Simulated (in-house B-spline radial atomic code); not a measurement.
Whole-atom quantities along the 65-electron series, configuration 1s2 2s2 2p6 3s2 3p6 3d10 4s2 4p6 4d10 4f5/2(6) 4f7/2(5) 5s2 5p6. Breit and QED terms are first order and not part of the total energy; the density at the nucleus is averaged over the nuclear charge. Computed with an all-electron radial atomic-structure program (B-spline basis): Dirac-Hartree-Fock, jj configuration that fills j = l - 1/2 first, finite nuclei.

| ion | Z | E/Z² (Eh) | Σ<r²> (bohr²) | n(0)/Z³ (bohr⁻³) | Lamb diamagnetic shielding (ppm) | repulsion over attraction | Breit energy (eV) | self-energy (eV) | vacuum polarisation (eV) |
| --- | --- | --- | --- | --- | --- | --- | --- | --- | --- |
| Ho2+ | 67 | -2.8115 | 37.115 | 2.4938 | 8252.82 | 0.14917 | 325.34 | 261.76 | -42.697 |
| Er3+ | 68 | -2.8311 | 32.999 | 2.5801 | 8437.3 | 0.14808 | 342.43 | 276.65 | -45.767 |
| Tm4+ | 69 | -2.8506 | 29.786 | 2.6818 | 8622.71 | 0.14688 | 360.18 | 292.22 | -49.04 |
